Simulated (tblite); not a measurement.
Run record: molecular-dynamics run, `C([C@@H]1CC[C@@H]1F)#C`.

Computed with GFN2-xTB (tblite), gas phase: Langevin dynamics at 600 K from the optimised GFN2-xTB geometry, time step 0.5 fs, friction 0.01 fs⁻¹, 2000 steps. A driver script takes a list of jobs; this job's settings line and coordinates (Å) are shown. «temperature» is in K, «steps» counts time steps and «every» is the stride of the printed frames; «frames» go on to single points.

Command:
```bash
OMP_NUM_THREADS=1 python probes_run.py task.json out
```

Input:
```
{"job": {"kind": "md", "xc": "GFN2-xTB", "basis": "xTB", "temperature": 600, "steps": 2000, "every": 50, "frames": 5}, "charge": 0, "multiplicity": 1}
C      2.666194    -0.236889    -0.222842
C      1.630388    -0.162458     0.371540
C      0.359686    -0.068814     1.047759
C     -0.703458    -1.051006     0.498014
C     -1.369621     0.108882    -0.258251
C     -0.528922     1.098420     0.552139
F      0.098127     2.074905    -0.175998
H      3.582650    -0.300211    -0.728278
H      0.516761    -0.091389     2.128634
H     -1.331685    -1.467892     1.281801
H     -0.311788    -1.855562    -0.119501
H     -2.448691     0.205080    -0.162866
H     -1.092920     0.136595    -1.309967
H     -1.067400     1.609867     1.355677
```

Output:
```
t/fs     T/K      E/eV
    0.0   464.8   -573.12826
   25.0   389.1   -572.56504
   50.0   519.7   -572.55089
   75.0   386.9   -572.40471
  100.0   332.2   -572.33271
  125.0   421.1   -572.46114
  150.0   401.3   -572.44777
  175.0   345.4   -572.40285
  200.0   495.4   -572.54873
  225.0   514.7   -572.53780
  250.0   416.1   -572.35484
  275.0   455.7   -572.32754
  300.0   361.5   -572.42455
  325.0   428.1   -572.41882
  350.0   389.4   -572.23159
  375.0   630.0   -572.41310
  400.0   588.3   -571.93496
  425.0   873.2   -572.04444
  450.0   667.8   -571.82789
  475.0   518.3   -571.99969
  500.0   720.4   -572.51219
  525.0   501.6   -572.39069
  550.0   469.3   -572.36840
  575.0   541.4   -572.26532
  600.0   423.6   -572.19477
  625.0   511.2   -572.29791
  650.0   399.7   -572.36866
  675.0   477.5   -572.41130
  700.0   468.2   -572.33557
  725.0   555.8   -572.42488
  750.0   653.6   -572.40643
  775.0   466.4   -571.74360
  800.0   786.9   -571.96314
  825.0   785.3   -571.78704
  850.0   720.4   -571.87879
  875.0   835.3   -572.24285
  900.0   623.6   -571.93383
  925.0   546.2   -571.94927
  950.0   776.1   -572.14892
  975.0   763.9   -572.34708
 1000.0   456.3   -571.82921
```

E is the potential energy; T comes from the kinetic energy over all 3N coordinates.

Task: Sum up the printed frames.

Result: 41 frames over 1000 fs. T runs from 332 K (100 fs) to 873 K (425 fs), with a mean of 539 K over all frames and 594 K from 500 fs on. E starts at -573.128 eV, peaks 1.385 eV above that at 775 fs, and averages 0.947 eV above it from 500 fs on.

Task: Give the last frame.

Result: 0.19 Å rms from the start after alignment:
```
atom  x, y, z in Å  |  force x, y, z in eV/Å
C1      3.055   -1.514    0.495   -1.334   0.443   0.696
C2      2.079   -1.065    1.042    2.071  -0.420  -0.753
C3      1.320   -0.282    1.907   -2.082   1.659   0.397
C4     -0.016   -0.956    2.222   -0.462  -2.680   4.656
C5     -0.748   -0.229    1.219   -4.127   1.548  -0.384
C6      0.360    0.769    1.294   -0.480   2.184  -0.828
F7      0.575    1.235    0.017    0.773   0.717   0.190
H8      3.687   -2.175    0.053    0.988  -0.807  -0.900
H9      1.878    0.251    2.674    0.313  -0.695   0.354
H10    -0.401   -0.779    3.366    0.851   0.031  -2.442
H11    -0.170   -2.007    2.102    0.799  -1.099   0.130
H12    -1.851   -0.015    1.559    1.756   0.399  -0.571
H13    -0.904   -0.596    0.187    0.678  -0.329   0.628
H14     0.194    1.651    2.016    0.254  -0.949  -1.173
```

Task: Estimate the wall time. Hardware: one thread of an AMD EPYC (shared host). And the peak memory of the process?

Result: About 39 s, with 0.19 GiB resident at the peak, the Python interpreter and its libraries included.
